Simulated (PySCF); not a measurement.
A GIAO shielding run with PySCF 2.14.0 with density-fitted response routines (density fitting, non-relativistic, gas phase) on SMILES [SiH3]NC[C@H](CC#C)N[SiH3], C$_{5}$H$_{14}$N$_{2}$Si$_{2}$:

```
$ OMP_NUM_THREADS=1 python probes_run.py task.json out

{"job": {"kind": "nmr", "xc": "PBE0", "basis": "pcSseg-1"}, "charge": 0, "multiplicity": 1}
C     -2.009833    -1.977315    -2.032275
C     -1.949685    -1.494146    -0.938716
C     -1.851573    -0.861358     0.359465
C     -0.600429     0.036501     0.454096
C      0.685389    -0.792046     0.330151
N      1.834350     0.043608     0.562953
Si     3.401605    -0.566188     0.892559
N     -0.601248     1.069189    -0.552509
Si    -1.300258     2.622135    -0.337560
H     -2.071466    -2.423886    -2.979472
H     -2.738666    -0.242124     0.519730
H     -1.816105    -1.629351     1.136333
H     -0.598941     0.530328     1.431265
H      0.689109    -1.594444     1.071868
H      0.705752    -1.256663    -0.668976
H      1.741798     0.912330     0.055327
H      3.259240    -1.450193     2.052593
H      4.021206    -1.346576    -0.193231
H      4.203064     0.622553     1.169257
H     -0.618429     0.662613    -1.477715
H     -0.945980     3.346539    -1.555406
H     -0.680977     3.176094     0.867191
H     -2.762677     2.639386    -0.156852
```

Hardware: 1 thread of an Arm Neoverse N1, shared host. The job also computes population analyses, field gradients.

Problem. How large is the calculation?

Solution. 86 electrons, 237 basis functions and 1265 auxiliary functions.

Problem. How long does it take, and how much memory does it need?

Solution. 110 s of wall time, with 14 SCF cycles and 5 response iterations; peak memory 1.2 GiB. Times on a shared host scatter by some tens of per cent.
